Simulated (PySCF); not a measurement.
These compounds are isomers of formula C7H8FNSi.

A. SMILES CC#Cc1c(F)ccn1[SiH3]
B. `FCC#C[SiH2]n1cccc1`
C. `InChI=1S/C7H8FNSi/c1-2-3-6-4-5-9(10)7(6)8/h4-5H,1,10H3`

Spectrum 1. ¹H NMR (300 MHz, computed): δ 6.79 (m, 2H), 6.55 (m, 2H), 5.22 (s, 2H), 5.09 (m, 2H). ¹³C{¹H} NMR (computed): δ 127.6 (CH), 118.6 (CH), 112.7 (C), 92.1 (C), 70.7 (CH2).

Spectrum 2. ¹H NMR (300 MHz, computed): δ 6.28 (m, 1H), 5.93 (m, 1H), 4.90 (s, 3H), 2.12 (s, 3H). ¹³C{¹H} NMR (computed): δ 160.8 (C), 121.0 (CH), 117.3 (CH), 94.5 (C), 91.9 (C), 75.6 (C), 5.7 (CH3).

Spectrum 3. ¹H NMR (300 MHz, computed): δ 6.31 (m, 1H), 6.11 (m, 1H), 4.92 (s, 3H), 2.26 (s, 3H). ¹³C{¹H} NMR (computed): δ 166.2 (C), 126.8 (CH), 108.3 (C), 105.9 (CH), 102.7 (C), 74.3 (C), 5.9 (CH3).

- structure optimised with PBE0-D3(BJ)/def2-SVP
- shielding tensors at PBE0/pcSseg-1 (GIAO)
- program: PySCF 2.14
- one computed conformer, averaged over atoms made equivalent by symmetry, fast rotation or ring inversion, non-relativistic Hamiltonian, no solvent

Referencing at the same level of theory: ¹H, ¹³C against TMS. Splittings of carbon signals by F and P are missing where no couplings were computed. Where no couplings were computed, multiplicities follow the n + 1 count of equivalent neighbours, and m marks all less simple cases (inequivalent or close neighbours, rings, F or P nearby). Shifts are as computed. Against solution values, carbons near 30 ppm lie about +2 ppm off and those near 130 ppm about +5 ppm. Of 1211 compounds with measured shifts, 218 miss one by over three times the rms of a fit or turn the order of signals round; such compounds aren't used in these exercises.

Q: Which spectrum belongs to which compound?

A: 1–B, 2–C, 3–A.

- Spectrum 1 (B): 5 ¹³C signals; δC 92.1 is an alkyne carbon; δC 70.7 is a propargylic sp3 CH2 bonded to F.
- Spectrum 2 (C): 7 ¹³C signals; δC 160.8 is an aromatic carbon bearing fluorine; δC 94.5 is an alkyne carbon.
- Spectrum 3 (A): 7 ¹³C signals; δC 166.2 is an aromatic carbon bearing fluorine; δC 102.7 is an alkyne carbon.
